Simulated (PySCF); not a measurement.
# C₆ coefficients of unlike pairs at BLYP

Calculated with PySCF 2.14 from the dipole response of each species, C₆(A,B) = (3/π) ∫ α_A(iu) α_B(iu) du, in atomic units, from isotropic polarisabilities. For ions this is the dispersion term alone; charge-induced terms of lower order in 1/R come first.

| species | configuration | basis | relativity | α (bohr³) | C₆ (like pair) |
| --- | --- | --- | --- | --- | --- |
| N⁺ | [He] 2s2 2p2 (3P) | aug-cc-pVDZ-DK (4s3p2d) | spin-free X2C | 3.828 | 8.294 |
| C⁺ | [He] 2s2 2p1 (2P) | aug-cc-pCVQZ-DK (9s8p6d4f2g) | spin-free X2C | 6.076 | 14.53 |
| Xe³⁺ | [Kr] 4d10 5s2 5p3 (4S) | aug-cc-pV5Z-PP with ECP28MDF (8s8p6d4f3g2h) | core potential | 9.388 | 54.33 |

(1) Estimate C₆ for C⁺ with N⁺.

No spin-orbit coupling is included.

The other pairs:

```csv
pair,C₆
"Xe³⁺, C⁺",27.50
"Xe³⁺, N⁺",21.20
```

## Answers

(1) The integral gives 10.81. The combination rule 2 C_A C_B / (C_A α_B/α_A + C_B α_A/α_B) gives 10.80 and the geometric mean 10.98.
